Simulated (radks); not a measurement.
Species: the tungsten ion W9+. Configuration: [Kr] 4d10 4f14 5s2 5p3 (the NIST ground configuration).

Method: Dirac Kohn-Sham, PBE, spin-unpolarised, spherical densities, point nucleus; open shells are shared between the two j in proportion to 2j + 1; computed with a radial shooting solver on a logarithmic mesh with Libxc functionals.

Energy parts (eV):
part                       energy
total                  -439261.84
kinetic                 495083.11
electron-nucleus      -1088120.56
Hartree                 162492.72
exchange-correlation     -8717.11

Orbitals (lengths in bohr, moments of r in powers of bohr; <r^-3> diverges for s and p1/2):
| orbital | occ. | eigenvalue (eV) | <r^2> | <r^4> | <r^-3> | <1/r> | small-component weight |
|---|---|---|---|---|---|---|---|
| 1s1/2 | 2 | -69545.95 | 0.0004628 | 5.815e-07 | - | 87.13 | 7.79e-02 |
| 2s1/2 | 2 | -12113.94 | 0.007059 | 0.00008700 | - | 21.20 | 1.77e-02 |
| 2p1/2 | 2 | -11589.65 | 0.005041 | 0.00005243 | - | 21.16 | 1.77e-02 |
| 2p3/2 | 4 | -10236.52 | 0.006241 | 0.00007639 | 16330 | 17.77 | 1.60e-02 |
| 3s1/2 | 2 | -2898.201 | 0.04610 | 0.003214 | - | 7.781 | 5.81e-03 |
| 3p1/2 | 2 | -2664.964 | 0.04231 | 0.002838 | - | 7.694 | 5.76e-03 |
| 3p3/2 | 4 | -2372.255 | 0.04889 | 0.003750 | 3695 | 6.819 | 5.26e-03 |
| 3d3/2 | 4 | -1980.196 | 0.03789 | 0.002546 | 639.0 | 6.713 | 5.15e-03 |
| 3d5/2 | 6 | -1916.521 | 0.03970 | 0.002771 | 543.4 | 6.506 | 5.01e-03 |
| 4s1/2 | 2 | -709.6125 | 0.2282 | 0.07558 | - | 3.269 | 1.91e-03 |
| 4p1/2 | 2 | -612.8749 | 0.2353 | 0.08256 | - | 3.158 | 1.82e-03 |
| 4p3/2 | 4 | -545.0676 | 0.2705 | 0.1090 | 856.6 | 2.854 | 1.63e-03 |
| 4d3/2 | 4 | -386.2464 | 0.2940 | 0.1387 | 130.0 | 2.641 | 1.44e-03 |
| 4d5/2 | 6 | -373.7283 | 0.3071 | 0.1512 | 108.2 | 2.569 | 1.39e-03 |
| 4f5/2 | 6 | -174.1197 | 0.4136 | 0.3555 | 20.28 | 2.141 | 1.01e-03 |
| 4f7/2 | 8 | -171.8000 | 0.4242 | 0.3737 | 19.37 | 2.113 | 9.92e-04 |
| 5s1/2 | 2 | -212.2396 | 1.145 | 1.848 | - | 1.338 | 4.85e-04 |
| 5p1/2 | 1 | -181.0949 | 1.311 | 2.454 | - | 1.237 | 4.26e-04 |
| 5p3/2 | 2 | -168.7169 | 1.482 | 3.119 | 158.1 | 1.146 | 3.85e-04 |

The highest occupied level is 5p3/2 at -168.72 eV. For comparison, the ionisation energy in NIST's Atomic Spectra Database is 179 eV (semi-empirical). In exact Kohn-Sham theory the highest level is minus the ionisation energy, but local and semilocal functionals leave it too shallow, through self-interaction and a potential that decays too fast; potentials with the right tail come closer.

Beside tabulated values, note that spin-unpolarised runs miss the spin-polarisation part of the exchange energy of open shells.
